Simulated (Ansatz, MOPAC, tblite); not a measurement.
Potential energy curve for CLi (anion, charge -1), lowest triplet found (which spin is the ground state isn't settled by this scan).

Computed with: AM1, unrestricted, heats of formation (MOPAC); PM7, unrestricted, heats of formation (MOPAC); GFN2-xTB, 300 K electronic temperature (tblite); FCI = Ansatz (a program for electronic structure) with full CI/aug-cc-pVDZ, frozen core.

Energies relative to the lowest point of each curve between 1.68 and 2.58 Å, where full CI is lowest, in kJ/mol; the last columns give the difference from FCI:

```
R / Å    AM1    PM7  GFN2-xTB    FCI  AM1 − FCI  PM7 − FCI  GFN2-xTB − FCI
-----  -----  -----  --------  -----  ---------  ---------  --------------
1.47   249.9  127.0      49.8  172.6       77.3      -45.6          -122.8
1.58   103.7   47.8      14.8   95.0        8.7      -47.2           -80.2
1.68    57.3   12.0       1.9   50.7        6.6      -38.7           -48.8
1.77    29.5    0.0       0.0   26.0        3.5      -26.0           -26.0
1.86    12.1    1.4       2.0   11.0        1.2       -9.6            -9.0
1.94     3.6    9.9       5.5    3.6        0.0        6.3             1.9
2.00     0.6   18.3       9.1    0.9       -0.3       17.4             8.2
2.07     0.0   27.2      14.1    0.0        0.0       27.2            14.1
2.11     0.8   31.4      17.4    0.4        0.4       31.0            17.0
2.22     6.3   40.0      27.7    3.8        2.5       36.1            23.8
2.32    14.1   45.9      38.2    9.2        4.9       36.7            29.0
2.44    25.3   51.9      51.4   17.3        8.1       34.7            34.1
2.58    39.3   58.1      66.1   27.9       11.5       30.2            38.2
2.76    56.6      —      84.3   42.1       14.5          —            42.2
2.98    74.7      —     105.7   59.0       15.7          —            46.7
3.28    93.0      —     129.4   79.7       13.4          —            49.8
3.64   107.0      —     150.4  100.3        6.7          —            50.1
4.04       —      —     165.7  118.2          —          —            47.5
4.45       —      —     174.9  132.0          —          —            42.9
5.11       —      —         —  147.0          —          —               —
5.97       —      —         —  158.1          —          —               —
6.95       —      —         —  164.5          —          —               —
```

AM1 is furthest from FCI at 1.47 (77.3 kJ/mol, above); its mean absolute difference over the points is 10.3 kJ/mol.

PM7 is furthest from FCI at 1.58 (-47.2 kJ/mol, below); its mean absolute difference over the points is 29.8 kJ/mol.

GFN2-xTB is furthest from FCI at 1.47 (-122.8 kJ/mol, below); its mean absolute difference over the points is 38.5 kJ/mol.

A dash means that the run gave no value there, or that the column was ended at a point which the program doubted or which failed a test of continuity chosen for this set; such a test can also cut sound points.

Where the anion isn't bound against loss of the electron, the finite basis alone holds it. Also computed but left out beside FCI, since their determinant holds another spin at the minimum (<S²> over 0.7 above the pure value): UHF, UMP2, UCCSD, UCCSD(T), UCCSDT, UCCSDT(Q), UKS-BLYP, UKS-B3LYP, UKS-PBE, UKS-B3LYP/6-31G*, UMP2/6-31G*, UKS-B3LYP/3-21G, UKS-B3LYP/6-311+G**.
